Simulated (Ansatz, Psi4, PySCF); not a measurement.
C2H5N, charge +1, doublet, geometry from GFN2-xTB (a state made from the parent by changing its charge; the spin is typed, not shown lowest). Base run: PySCF with WB97X-V/6-31G*.

Input for PySCF:
```python
from pyscf import gto, scf, dft

mol = gto.Mole()
mol.atom = '''
    C     1.201570   -0.255639    0.050208
    N    -0.073613    0.195773    0.078063
    C    -1.277800    0.163281   -0.102305
    H     1.820848    0.425783   -0.546726
    H     1.598021   -0.303580    1.072312
    H     1.292168   -1.265550   -0.392280
    H    -1.824553   -0.676182   -0.555725
    H    -1.913813    1.003263    0.188565
'''
mol.basis = '6-31g*'
mol.charge = 1
mol.spin = 1
mol.verbose = 4
mol.build()

mf = dft.UKS(mol)
mf.xc = 'wb97x_v'
mf.kernel()
```

The same geometry, method and basis name were run in Ansatz (an electronic-structure program) and Psi4 and PySCF, at each program's defaults and at the settings that a row names. The base is PySCF at its defaults. Differences at the defaults can come from grids, fitting, cores and function types together.

| code and settings | ΔE vs base (µEh) | basis functions | E (Eh) | SCF cycles |
|---|---|---|---|---|
| PySCF, defaults (exact integrals, its default grid, spherical functions) | 0.0 | 52 | -133.55953 | 12 |
| Psi4, defaults (density fitting with its default set, its default grid, Cartesian functions) | -1545 | 55 | -133.56108 | 11 |
| Ansatz, defaults (factorised integrals, its default grid, Cartesian functions) | -1515 | 55 | -133.56105 | - |
| PySCF, density fitting with def2-universal-jkfit | -70.7 | 52 | -133.55960 | 12 |
| PySCF, fine grid | -0.1 | 52 | -133.55953 | 12 |
| Psi4, exact integrals, spherical functions, fine grid | -0.4 | 52 | -133.55953 | 15 |
| Ansatz, high accuracy, Cartesian functions as the basis file defines them | -1516 | 55 | -133.56105 | - |

Open shells are given as the SCF converged; they aren't shown to be the lowest states, and a large step between rows can be another state.
